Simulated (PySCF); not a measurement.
Job file and geometry (Å, from GFN2-xTB) of an NMR shielding run on `[BH3-]c1occ(F)c1C`, [C5H7BFO]-, PySCF, GIAO PBE0/pcSseg-1 NMR shielding, non-relativistic, gas phase; density fitting, a coarse starting grid and PySCF grid level 2 are the driver's defaults:

```
{"job": {"kind": "nmr", "xc": "PBE0", "basis": "pcSseg-1"}, "charge": -1, "multiplicity": 1}
B     -1.772784    -1.207788     0.062996
C     -0.222433    -0.760377    -0.028730
O      0.765545    -1.679123    -0.189447
C      1.959564    -1.046749    -0.254352
C      1.740396     0.290377    -0.136373
F      2.711770     1.252573    -0.151655
C      0.350201     0.495268     0.009914
C     -0.343640     1.805027     0.172955
H     -1.850079    -2.396838     0.276470
H     -2.310244    -0.577169     0.955476
H     -2.306573    -0.932914    -0.996145
H      2.849427    -1.632522    -0.379156
H      0.232855     2.474976     0.814498
H     -1.320771     1.624455     0.613273
H     -0.487648     2.298794    -0.791635
```

Q: Write the output of this run.

A: 
```
coarse grid: 13032 points
cycle   1  E = -393.9986564723  dE =  1.241e+00  |g| = 6.738e-01  |ddm| = 3.589e+00
cycle   2  E = -393.9422212116  dE =  5.644e-02  |g| = 8.854e-01  |ddm| = 1.837e+00
cycle   3  E = -394.1111450282  dE = -1.689e-01  |g| = 1.812e-01  |ddm| = 1.080e+00
cycle   4  E = -394.1182260368  dE = -7.081e-03  |g| = 4.785e-02  |ddm| = 1.876e-01
cycle   5  E = -394.1186257012  dE = -3.997e-04  |g| = 2.169e-02  |ddm| = 5.970e-02
cycle   6  E = -394.1187317089  dE = -1.060e-04  |g| = 4.643e-03  |ddm| = 2.233e-02
cycle   7  E = -394.1187356076  dE = -3.899e-06  |g| = 2.333e-03  |ddm| = 5.223e-03
final grid: 127664 points
cycle   8  E = -394.1824261590  dE = -3.802e-05  |g| = 1.112e-02  |ddm| = 3.509e-02
cycle   9  E = -394.1823929994  dE =  3.316e-05  |g| = 1.757e-02  |ddm| = 2.048e-02
cycle  10  E = -394.1824497525  dE = -5.675e-05  |g| = 2.103e-03  |ddm| = 1.358e-02
cycle  11  E = -394.1824507875  dE = -1.035e-06  |g| = 4.067e-04  |ddm| = 2.294e-03
cycle  12  E = -394.1824508185  dE = -3.104e-08  |g| = 1.457e-04  |ddm| = 5.365e-04
cycle  13  E = -394.1824508229  dE = -4.400e-09  |g| = 3.075e-05  |ddm| = 1.543e-04
cycle  14  E = -394.1824508232  dE = -2.034e-10  |g| = 1.265e-05  |ddm| = 4.134e-05
converged SCF energy = -394.1824508232

GIAO shielding tensors (ppm)
atom      isotropic    diamagn.    paramagn.     s11        s22        s33       span
  0 B      143.914     187.817     -43.903    136.476    138.616    156.648     20.172
  1 C       -8.040     249.865    -257.905   -119.405      3.349     91.937    211.343
  2 O       50.276     398.964    -348.688    -95.240    -14.573    260.640    355.880
  3 C       65.875     255.270    -189.395     10.068     72.656    114.901    104.833
  4 C       17.889     254.139    -236.251    -40.910     34.978     59.598    100.508
  5 F      369.091     474.980    -105.889    308.503    340.688    458.083    149.580
  6 C       79.308     264.174    -184.865      3.976     85.001    148.948    144.971
  7 C      176.279     245.247     -68.968    165.745    176.884    186.208     20.464
  8 H       30.680      30.133       0.547     27.601     30.579     33.860      6.259
  9 H       30.506      30.713      -0.207     27.441     30.570     33.506      6.066
 10 H       30.615      30.305       0.310     28.115     29.271     34.459      6.344
 11 H       24.676      31.326      -6.650     22.926     24.937     26.165      3.239
 12 H       29.966      29.471       0.495     24.946     29.076     35.877     10.932
 13 H       28.999      30.161      -1.161     23.850     28.845     34.303     10.453
 14 H       29.953      29.359       0.594     25.864     27.142     36.853     10.989
```

Size and cost of the density-fitted run: 171 basis functions, 46 s wall time on 1 thread of an x86-64 server CPU, shared host.
